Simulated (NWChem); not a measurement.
System: CH₃F₃Si; SMILES FC(F)(F)[SiH3]

All runs: NWChem. The geometry was optimised at PBE-D3(BJ)/def2-SVP. Level: PBE/def2-SVP with SMD (1 M gas to 1 M solution), gas-phase geometry. Reactions with the solvent are ignored.

| solvent | dielectric constant | solvation free energy (kcal/mol) | cavity-dispersion-structure term (kcal/mol) | dipole in solution (D) |
|---|---|---|---|---|
| water | 78.4 | ___ | ___ | 2.06 |
| ethanol | 24.9 | -0.6 | 0.8 | 2.05 |
| chloroform | 4.71 | -0.6 | 0.5 | 1.98 |
| 2-propanol | 19.3 | -0.7 | 0.7 | 2.04 |
| benzene | 2.27 | -0.2 | 0.6 | 1.89 |
| chlorobenzene | 5.70 | -0.2 | 1.0 | 1.99 |

Question: Complete the blanks.

Answer: 
- water, solvation free energy (kcal/mol): 2.9
- water, cavity-dispersion-structure term (kcal/mol): 4.4
